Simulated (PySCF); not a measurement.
B₂Cl₂H₃N.
Numbering: `[NH2:1][BH:2][B:3]([Cl:4])[Cl:5]` (hydrogens: H6, H7 on N1; H8 on B2)

Cartesian coordinates in Å at the PBE0-D3(BJ)/def2-SVP level; atoms count from 1:
```
atom  x, y, z in Å
N1     0.279    0.160   -0.455
B2    -0.852   -0.002    0.335
B3    -2.429   -0.077   -0.284
Cl4   -3.088   -1.559   -0.963
Cl5   -3.493    1.321   -0.219
H6     0.258    0.234   -1.464
H7     1.214    0.207   -0.070
H8    -0.684   -0.089    1.535
```

All values: wB97X-D/def2-SVPD (PySCF, non-relativistic), on one gas-phase PBE0-D3(BJ)/def2-SVP geometry that isn't relaxed in the solvent. The solvent is an IEF-PCM continuum (van der Waals radii × 1.2), and excitations are vertical TDDFT with non-equilibrium linear response and a frozen core. The model holds no explicit solvent molecules, cavitation or dispersion.

Gas-phase singlets (H = HOMO, L = LUMO):

```csv
state,E (eV),λ (nm),f,leading configurations
S1,5.146,241,0.008,H→L 97%
S2,5.979,207,0.001,"H-1→L 78%, H-2→L 19%"
S3,6.403,194,0.000,H→L+1 80%
S4,6.780,183,0.020,"H-2→L 76%, H-1→L 20%"
S5,7.070,175,0.119,H-3→L 85%
```

What are the lowest 5 singlets in acetonitrile (ε = 35.69)?

| state | E (eV) | λ (nm) | f | leading configurations | change by rank (eV) |
| --- | --- | --- | --- | --- | --- |
| S1 | 5.140 | 241 | 0.011 | H→L 97% | -0.006 |
| S2 | 6.101 | 203 | 0.003 | H-1→L 53%, H-2→L 46% | +0.122 |
| S3 | 6.447 | 192 | 0.001 | H→L+1 81% | +0.044 |
| S4 | 6.547 | 189 | 0.018 | H-2→L 50%, H-1→L 45% | -0.233 |
| S5 | 7.126 | 174 | 0.157 | H-3→L 90% | +0.056 |

How do the frontier levels move from gas to acetonitrile?

```csv
orbital,gas (eV),solvent (eV),change (eV),"Löwdin shares, gas","Löwdin shares, solvent"
LUMO+2,1.72,1.72,0.00,"B3 41 %, B2 19 %, Cl5 18 %, Cl4 12 %","B3 43 %, Cl5 23 %, Cl4 15 %, B2 14 %"
LUMO+1,1.47,1.56,+0.09,"B2 38 %, N1 17 %, B3 14 %, Cl4 12 %","B2 35 %, N1 17 %, Cl4 14 %, B3 14 %"
LUMO,0.24,0.28,+0.04,"B3 45 %, Cl4 18 %, Cl5 17 %, B2 12 %","B3 46 %, Cl4 18 %, Cl5 18 %, B2 11 %"
HOMO,-10.03,-10.01,+0.02,"B2 24 %, Cl4 21 %, B3 20 %, Cl5 19 %","B2 25 %, B3 20 %, Cl4 19 %, Cl5 17 %"
HOMO-1,-10.75,-10.57,+0.18,"Cl5 32 %, Cl4 28 %, N1 27 %, B2 7 %","N1 57 %, B2 15 %, Cl5 9 %, Cl4 7 %"
HOMO-2,-11.14,-11.13,+0.01,"N1 38 %, Cl5 21 %, Cl4 19 %, B2 11 %","Cl5 41 %, Cl4 39 %, N1 8 %, B3 6 %"
HOMO-3,-11.33,-11.46,-0.13,"Cl5 44 %, Cl4 44 %, B3 10 %","Cl5 45 %, Cl4 45 %, B3 10 %"
```

The HOMO–LUMO gap goes from 10.27 to 10.29 eV. Rows go by rank; for HOMO-3, HOMO-2 and HOMO-1 the atom shares or the degeneracy differ between the runs, so the row needn't follow one orbital.
